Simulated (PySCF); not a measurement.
Molecular orbitals of LiCa⁺

CAM-B3LYP at R = 3.259 Å; basis Li 6-31G(d,p), Ca 6-31G(d,p); no relativity; PySCF 2.14. State: ¹Σ⁺ (singlet), closed shell. Only the outer orbitals are listed, counted within each symmetry.

| orbital | occ. | ε (eV) | on Li (%) | main shells (%) |
| --- | --- | --- | --- | --- |
| 5σ | 2 | -56.78 | 0 | 100 Ca s |
| 2π | 2 | -36.78 | 0 | 100 Ca p |
| 2π | 2 | -36.78 | 0 | 100 Ca p |
| 6σ | 2 | -36.69 | 0 | 100 Ca p |
| 7σ | 2 | -9.83 | 23 | 71 Ca s, 17 Li s |
| 8σ | 0 | -5.13 | 41 | 41 Li s, 29 Ca p, 25 Ca s |
| 3π | 0 | -4.24 | 25 | 42 Ca d, 32 Ca p, 25 Li p |
| 3π | 0 | -4.24 | 25 | 42 Ca d, 32 Ca p, 25 Li p |

Which are the highest filled and the lowest empty level, where do they sit, and how wide is the gap?

Highest filled 7σ at -9.83 eV (in %: 71 Ca s, 17 Li s); lowest empty 8σ at -5.13 eV (in %: 41 Li s, 29 Ca p, 25 Ca s); the gap at CAM-B3LYP is 4.70 eV.

* bond order (Mayer): 0.72
* ⟨S²⟩: 0.000
* charge on Li (Mulliken, basis-dependent): 0.54
* charge on Li (Löwdin, basis-dependent): 0.29
* dipole moment (positive dipole points towards Ca; it is taken about the centre of mass and depends on that origin): -4.08 D
* polarisability along the bond: 160.5 bohr³
* polarisability across the bond: 98.7 bohr³

Closed-shell solutions of metal pairs were not tested for spin polarisation, which can lower them a little.
